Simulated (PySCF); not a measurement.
Peak assignment

Structure with atom numbers: `[CH2:1]=[CH:2][CH2:3][SiH2:4][C:5]#[C:6][C:7]#[C:8][CH:9]=[O:10]`. Each H is labelled by its parent atom. Ha(C1) is cis to C3; Hb(C1) is trans to C3.

- GFN2-xTB structure
- shieldings: GIAO PBE0/pcSseg-1
- code: PySCF
- in vacuum, non-relativistic Hamiltonian, a single conformation, one averaged value for each set of equivalent atoms

Shifts are taken against calculated references (same method and geometry level): TMS for 13C (σ = 186.93 ppm) and 1H (σ = 31.72 ppm).

Q: Assign these signals to the numbered atoms. 13C{1H} NMR (computed): δ 180.9 (CH), 142.4 (CH), 121.8 (CH2), 104.4 (C), 97.9 (C), 89.0 (C), 75.3 (C), 24.3 (CH2).

A: 
| δ (ppm) | atoms | environment | reason |
| --- | --- | --- | --- |
| 180.9 | C9 | aldehyde carbonyl carbon | the double bond to the heteroatom, with no lone-pair donor beside it, deshields it most |
| 142.4 | C2 | alkene CH | an sp2 carbon of a C=C bond |
| 121.8 | C1 | terminal =CH2 carbon | the olefinic region |
| 104.4 | C5 | alkyne carbon | sp carbons lie upfield of alkene carbons because the cylindrical π system leaves one tensor component strongly shielded |
| 97.9 | C6 | alkyne carbon | – |
| 89.0 | C7 | alkyne carbon | – |
| 75.3 | C8 | alkyne carbon | – |
| 24.3 | C3 | allylic sp3 CH2 bonded to Si | – |

Q: Assign these signals to the numbered atoms. 1H NMR (400 MHz, computed): δ 9.59 (s, 1H), 6.38 (m, 1H), 5.42 (m, 1H), 5.35 (m, 1H), 4.51 (t, 2H), 1.96 (m, 2H).

A: 
9.59 → H(C9), hydrogen on an aldehyde carbonyl carbon: deshielded by the polar, anisotropic C=O bond
6.38 → H(C2), hydrogen on an alkene CH: a vinylic proton, deshielded by the sp2 carbon and the C=C anisotropy
5.42 → Ha(C1), hydrogen on a terminal =CH2 carbon: olefinic region
5.35 → Hb(C1), hydrogen on a terminal =CH2 carbon
4.51 → H(Si4), hydrogen on a silicon bonded to 2 C
1.96 → H(C3), hydrogen on an allylic sp3 CH2 bonded to Si: allylic position

Ha(C1) and Hb(C1) lie closer than the usual error of such a calculation, so a measured spectrum could show them in the other order.

Shifts are as computed. Against solution values, carbons near 30 ppm lie about +3 ppm off and those near 130 ppm about +5 ppm. Of 1309 compounds with measured shifts, 239 miss one by over three times the rms of a fit or turn the order of signals round; such compounds aren't used in these exercises. No couplings were computed; multiplicities are counted from neighbouring protons, with m where these are inequivalent, close in shift, in a saturated or five-membered ring or joined by F or P, and br s for small geminal =CH2 splittings.
